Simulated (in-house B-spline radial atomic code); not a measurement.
# Ionising the bromine ion Br⁶⁺ with different functionals

Computed with a B-spline radial code for spherical atoms: scalar-relativistic (spin-free X2C) Hamiltonian, Fermi nucleus of rms radius 4.1629 fm, spin-polarised at highest spin, spherical fractional occupations for the functionals, the average over the highest-spin determinants for Hartree-Fock. The ionisation energy is the difference of two self-consistent energies, [Ar] 3d10 4s1 → [Ar] 3d10, without Breit or QED terms; ε is the level of the shell that loses the electron (its least bound occupied spin orbital). There is no spin-orbit coupling in this Hamiltonian.

```
           method                    rung  ΔSCF (eV)  -ε(4s) (eV)
     Hartree-Fock            Hartree-Fock     101.77       101.89
    HF fractional            Hartree-Fock     101.77       101.89
         LDA VWN5                     LDA     104.53        97.42
         LDA PW92                     LDA     104.52        97.41
LDA exchange-only                     LDA     103.27        96.23
              PBE                     GGA     104.24        96.95
           PBEsol                     GGA     103.99        96.95
             BLYP                     GGA     104.62        97.19
             RPBE                     GGA     103.98        96.69
             PW91                     GGA     104.36        97.13
             BP86                     GGA     103.96        97.08
             AM05                     GGA     103.88        96.94
             OLYP                     GGA     103.86        96.56
             TPSS                meta-GGA     103.63        96.72
             SCAN                meta-GGA     103.69        97.52
           r2SCAN                meta-GGA          ?            ?
          revTPSS                meta-GGA     103.40        96.63
             PBE0           global hybrid     103.73        98.35
            B3LYP           global hybrid     104.36        98.45
            TPSSh           global hybrid          ?            ?
           M06-2X           global hybrid     103.24        99.10
        BHandHLYP           global hybrid     103.73        99.95
          r2SCAN0           global hybrid     103.27        98.65
            B97-1           global hybrid     103.32        97.68
            HSE06  range-separated hybrid     103.83        98.11
            wB97X  range-separated hybrid     102.53       100.78
        CAM-B3LYP  range-separated hybrid     104.36       100.32
          LC-wPBE  range-separated hybrid     104.02       101.78
```

What does r2SCAN give?

ΔSCF 103.49 eV, and -ε(4s) = 97.27 eV.

What does TPSSh give?

ΔSCF 103.48 eV, and -ε(4s) = 97.30 eV.

Among the functionals, which spreads more, the ΔSCF values or the orbital energies?

The orbital energies: ΔSCF values span about 2.09 eV and the orbital energies 5.55 eV.

How do they compare with the NIST value?

NIST lists 103.0 eV ± 0.19 (semi-empirical, ground level to ground level). Errors run from -1.26 to +1.59 eV; M06-2X is closest (+0.21 eV), though others lie within the uncertainty of it, and part of that can be cancellation, since the calculations leave out Breit-QED terms. Hartree-Fock also lacks correlation.
